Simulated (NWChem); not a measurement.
System: SnF$_{2}$, singlet; SMILES [F][Sn][F]

Here is an NWChem input.

```
start job
memory heap 200 mb stack 900 mb global 1100 mb
geometry units angstroms noautoz
  Sn     0.000000     0.000000     0.348833
  F     -1.449065     0.000000    -0.956852
  F      1.449065     0.000000    -0.956852
end
basis spherical
  * library def2-svp
end
ecp
  Sn library def2-ecp
end
dft
  xc xcamb88 1.00 lyp 0.81 vwn_5 0.19 hfexch 1.00
  cam 0.33 cam_alpha 0.19 cam_beta 0.46
  iterations 150
  vectors input atomic output neutral.movecs
end
task dft energy
charge 1
dft
  odft
  mult 2
  vectors input atomic output cation.movecs
end
task dft energy
```

Output (shortened):

```
             Northwest Computational Chemistry Package (NWChem) 7.3.0
             --------------------------------------------------------

 C2V symmetry detected

                             Geometry "geometry" -> ""
                             -------------------------

 Output coordinates in angstroms (scale by  1.889725989 to convert to a.u.)

  No.       Tag          Charge          X              Y              Z
 ---- ---------------- ---------- -------------- -------------- --------------
    1 Sn                  50.0000     0.00000000     0.00000000     0.34562250
    2 F                    9.0000    -1.44906500     0.00000000    -0.96006250
    3 F                    9.0000     1.44906500     0.00000000    -0.96006250

 Effective nuclear repulsion energy (a.u.)     258.9581580720

      Symmetry information
      --------------------

 Group name             C2v
 Group number             16
 Group order               4
 No. of unique centers     2

                                 NWChem DFT Module
                                 -----------------

 Summary of "ao basis" -> "ao basis" (spherical)
 ------------------------------------------------------------------------------
       Tag                 Description            Shells   Functions and Types
 ---------------- ------------------------------  ------  ---------------------
 Sn                         def2-svp                10       26   4s4p2d
 F                          def2-svp                 6       14   3s2p1d

      Symmetry analysis of basis
      --------------------------

        a1         22
        a2          6
        b1         16
        b2         10

            General Information
            -------------------
          SCF calculation type: DFT
          Wavefunction type:  closed shell.
          No. of atoms     :     3
          No. of electrons :    40
           Alpha electrons :    20
            Beta electrons :    20
          Charge           :     0
          Spin multiplicity:     1
          Use of symmetry is: on ; symmetry adaption is: on
          Maximum number of iterations: 150
          AO basis - number of functions:    54
                     number of shells:    22
          Convergence on energy requested:  1.00D-06
          Convergence on density requested:  1.00D-05
          Convergence on gradient requested:  5.00D-04

              XC Information
              --------------
                     Hartree-Fock (Exact) Exchange  1.000
                   CAM-Becke88 Exchange Functional  1.000
                      VWN V Correlation Functional  0.190 local
              Lee-Yang-Parr Correlation Functional  0.810

           Range-Separation Parameters
           ---------------------------
           Alpha           :  0.19
           Beta            :  0.46
           Gamma           :  0.33
           Short-Range HF  :     F

             Grid Information
             ----------------
          Grid used for XC integration:  medium
          Radial quadrature: Mura-Knowles
          Angular quadrature: Lebedev.
          Tag              B.-S. Rad. Rad. Pts. Rad. Cut. Ang. Pts.
          ---              ---------- --------- --------- ---------
          Sn                  1.45      123           6.0       590
          F                   0.50       49           7.0       434
          Grid pruning is: on
          Number of quadrature shells:   172
          Spatial weights used:  Erf1

      Superposition of Atomic Density Guess
      -------------------------------------

 Sum of atomic energies:        -447.68076575

      Non-variational initial energy
      ------------------------------

 Total energy =    -411.684200
 1-e energy   =    -898.071219
 2-e energy   =     364.163027
 HOMO         =      -0.353105
 LUMO         =      -0.045390

      Symmetry analysis of molecular orbitals - initial
      -------------------------------------------------

  Numbering of irreducible representations:

     1 a1          2 a2          3 b1          4 b2

  Orbital symmetries:

     1 a1          2 b1          3 a1          4 b1          5 a1
     6 b2          7 a1          8 b1          9 a1         10 a2
    11 b2         12 a1         13 b1         14 a1         15 b1
    16 b2         17 a1         18 a2         19 b1         20 a1
    21 b2         22 b1         23 a1         24 a1         25 b2
    26 b1         27 a1         28 b2         29 a2         30 a1

   convergence    iter        energy       DeltaE   RMS-Dens  Diis-err
 ---------------- ----- ----------------- --------- --------- ---------
 d= 0,ls=0.0,diis     1   -413.7006314833 -5.36D+02  3.15D-02  1.04D+00
 d= 0,ls=0.0,diis     2   -413.5389870662  1.62D-01  1.50D-02  3.43D+00
 d= 0,ls=0.0,diis     3   -413.8352870783 -2.96D-01  6.44D-04  2.51D-03
 d= 0,ls=0.0,diis     4   -413.8355042681 -2.17D-04  1.41D-04  1.15D-04
 d= 0,ls=0.0,diis     5   -413.8355180319 -1.38D-05  3.31D-05  1.24D-06
 d= 0,ls=0.0,diis     6   -413.8355184423 -4.10D-07  1.16D-05  1.09D-07
 d= 0,ls=0.0,diis     7   -413.8355184808 -3.85D-08  1.91D-06  4.94D-09

         Total DFT energy =     -413.835518480805
      One electron energy =     -899.911216297324
           Coulomb energy =      402.862998017159
    Exchange-Corr. energy =      -39.011292548117
 Nuclear repulsion energy =      122.223992347477

 Numeric. integr. density =       39.999991518917

                  Occupations of the irreducible representations
                  ----------------------------------------------

                     irrep           alpha         beta
                     --------     --------     --------
                     a1                9.0          9.0
                     a2                2.0          2.0
                     b1                6.0          6.0
                     b2                3.0          3.0

                       DFT Final Molecular Orbital Analysis
                       ------------------------------------

 Vector   18  Occ=2.000000D+00  E=-4.288534D-01  Symmetry=a2
              MO Center=  2.7D-14,  4.9D-16, -9.4D-01, r^2= 2.5D+00
   Bfn.  Coefficient  Atom+Function         Bfn.  Coefficient  Atom+Function
  ----- ------------  ---------------      ----- ------------  ---------------
    31      0.464168  2 F  py                45     -0.464168  3 F  py
    34     -0.337165  2 F  py                48      0.337165  3 F  py
    17     -0.083848  1 Sn d -2              22      0.070330  1 Sn d -2

 Vector   19  Occ=2.000000D+00  E=-4.220810D-01  Symmetry=b1
              MO Center= -5.4D-15, -1.1D-15, -9.3D-01, r^2= 2.6D+00
   Bfn.  Coefficient  Atom+Function         Bfn.  Coefficient  Atom+Function
  ----- ------------  ---------------      ----- ------------  ---------------
    30      0.419391  2 F  px                44      0.419391  3 F  px
    33     -0.302290  2 F  px                47     -0.302290  3 F  px
    32     -0.214793  2 F  pz                46      0.214793  3 F  pz
    35      0.153411  2 F  pz                49     -0.153411  3 F  pz
    14     -0.085935  1 Sn px                20     -0.071330  1 Sn d  1

 Vector   20  Occ=2.000000D+00  E=-3.606427D-01  Symmetry=a1
              MO Center= -4.2D-15, -1.3D-15,  2.1D-01, r^2= 3.1D+00
   Bfn.  Coefficient  Atom+Function         Bfn.  Coefficient  Atom+Function
  ----- ------------  ---------------      ----- ------------  ---------------
     3      0.501546  1 Sn s                  4      0.364635  1 Sn s
    13      0.306823  1 Sn pz                32      0.296062  2 F  pz
    46      0.296062  3 F  pz                35     -0.220970  2 F  pz
    49     -0.220970  3 F  pz                 2     -0.215249  1 Sn s
     1     -0.180373  1 Sn s                 30      0.130370  2 F  px

 Vector   21  Occ=0.000000D+00  E=-6.218065D-02  Symmetry=b2
              MO Center= -1.8D-15, -4.9D-16,  3.5D-01, r^2= 3.5D+00
   Bfn.  Coefficient  Atom+Function         Bfn.  Coefficient  Atom+Function
  ----- ------------  ---------------      ----- ------------  ---------------
    15      0.597429  1 Sn py                12      0.527190  1 Sn py
    31      0.171936  2 F  py                45      0.171936  3 F  py
     9     -0.169304  1 Sn py                 6     -0.157609  1 Sn py
    34     -0.155181  2 F  py                48     -0.155181  3 F  py
    23      0.059502  1 Sn d -1              18     -0.043000  1 Sn d -1

 Vector   22  Occ=0.000000D+00  E= 1.874603D-02  Symmetry=b1
              MO Center= -1.9D-15, -5.0D-16,  5.8D-01, r^2= 4.2D+00
   Bfn.  Coefficient  Atom+Function         Bfn.  Coefficient  Atom+Function
  ----- ------------  ---------------      ----- ------------  ---------------
    14      0.844140  1 Sn px                11      0.359713  1 Sn px
    29      0.238603  2 F  s                 43     -0.238603  3 F  s
    32     -0.163336  2 F  pz                46      0.163336  3 F  pz
    35      0.144600  2 F  pz                49     -0.144600  3 F  pz
    20      0.133829  1 Sn d  1              25     -0.133733  1 Sn d  1

 Vector   23  Occ=0.000000D+00  E= 4.590629D-02  Symmetry=a1
              MO Center= -9.4D-15, -1.2D-16,  2.0D-01, r^2= 4.4D+00
   Bfn.  Coefficient  Atom+Function         Bfn.  Coefficient  Atom+Function
  ----- ------------  ---------------      ----- ------------  ---------------
    16      0.868114  1 Sn pz                 3     -0.415291  1 Sn s
    13      0.278922  1 Sn pz                29      0.277059  2 F  s
    43      0.277059  3 F  s                 30     -0.186970  2 F  px
    44      0.186970  3 F  px                33      0.176518  2 F  px
    47     -0.176518  3 F  px                 2      0.143482  1 Sn s

     Multipole analysis of the density
     ---------------------------------

[...]
```

Level: CAM-B3LYP/def2-SVP with def2 effective core potentials on Sn, vertical spin-unrestricted ions. Low-valent species are run as closed-shell singlets; no triplet was tried in these runs. Geometry: optimised at PBE0/def2-SVP. No frequency run checked for a minimum. def2 effective core potentials on Sn; no spin-orbit coupling.
